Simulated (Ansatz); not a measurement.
SbMe2H (C₂H₇Sb). Charge 0, multiplicity 1. Geometry relaxed at r2SCAN-D4/def2-SVP.

Cartesian coordinates in Å:
```
Sb -0.277 -0.665 1.127
C 0.084 -1.323 -0.924
H 1.169 -1.410 -1.085
H -0.336 -0.603 -1.640
H -0.375 -2.310 -1.084
C 0.335 1.396 0.741
H 0.019 2.040 1.575
H -0.111 1.763 -0.194
H 1.432 1.434 0.664
H -1.939 -0.323 0.819
```

In the def2 sets Sb takes a core potential; there is no spin–orbit coupling.

Task: Estimate the harmonic wavenumbers at RKS r2SCAN-D4/def2-SVP (Ansatz, unscaled). Is this a minimum?

Result: 122, 123, 176, 501, 505, 559, 575, 713, 824, 827, 842, 1199, 1214, 1430, 1430, 1438, 1441, 1912, 3047, 3049, 3167, 3167, 3175, 3176 cm⁻¹. Yes, no mode is imaginary beyond noise. Zero-point energy 207.0 kJ/mol. Hardware: 4 threads of Arm Neoverse V1 on a shared host. Wall time 47 s.
